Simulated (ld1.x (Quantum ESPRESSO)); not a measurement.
**Transferability test, ultrasoft potential for cobalt**

ld1.x (Quantum ESPRESSO) 7.5 input, shortened:

```
&input
   title='Co', zed=27., rel=1, dft='PZ', iswitch=3,
   config='[Ar] 3d7 4s1 4p1 4f-2'
 /
 &inputp
   pseudotype=3, tm=.true., lloc=-1, rcloc=0.85,
   nlcc=.true., rcore=0.80
 /
8
4S  1  0   1.00   0.00  1.75  2.40  0.0
4S  1  0   0.00   2.60  1.75  2.40  0.0
4P  2  1   1.00   0.00  1.95  2.70  0.0
4P  2  1   0.00   2.05  1.95  2.70  0.0
3D  3  2   7.00   0.00  0.85  1.00  0.0
3D  3  2   0.00   0.20  0.85  1.00  0.0
4F  4  3  -2.00   0.15  2.85  3.10  0.0
4F  4  3  -2.00   1.35  2.85  3.10  0.0
 &test
   configts(1)='3d7 4s1 4p1'
 /
```

Energies are relative to the spin-unpolarised reference configuration 3d7 4s1 4p1; without spin polarisation the order of configurations can differ from experiment. Spin-polarised rows fill each open shell by Hund’s rule, majority spin first.

Its overlap operator is not positive definite in a basis up to 400 Ry (lowest eigenvalue s -0.29, f -8.77), so the file is unfit for use: the generalised eigenproblem breaks down once the basis is large enough, and its test numbers describe a broken file.

```
       valence configuration  charge  ΔE all-electron (eV)  error AE − PS (meV)
                 3d7 4s2 4p0       0                -4.429                 -1.3
                 3d7 4s1 4p0      +1                 4.867                 -2.6
                 3d7 4s0 4p0      +2                21.952                  -30
                 3d8 4s0 4p0      +1                 2.276                 -176
                 3d5 4s0 4p0      +4               113.792                -1090
             3d7.5 4s1.5 4p0       0                -5.409                  -26
               3d7 4s1.5 4p0    +0.5                -0.707                 -0.2
3d7 4s1 4p1 (spin-polarised)       0                -2.992                 +146
3d7 4s2 4p0 (spin-polarised)       0                -6.412                 +164
```

Levels in the configuration 3d7 4s1 4p1 (spin-polarised):

```tsv
level	all-electron (eV)	pseudo (eV)
3d up	-11.108	-11.180
4s up	-7.353	-7.350
4p up	-2.613	-2.610
3d down	-8.153	-8.019
```

Note: ghost state, extra bound levels that the all-electron valence spectrum of the same l lacks: p at -84.9 eV (s, f not tested). A true bound ghost makes a file unfit for plane-wave use.
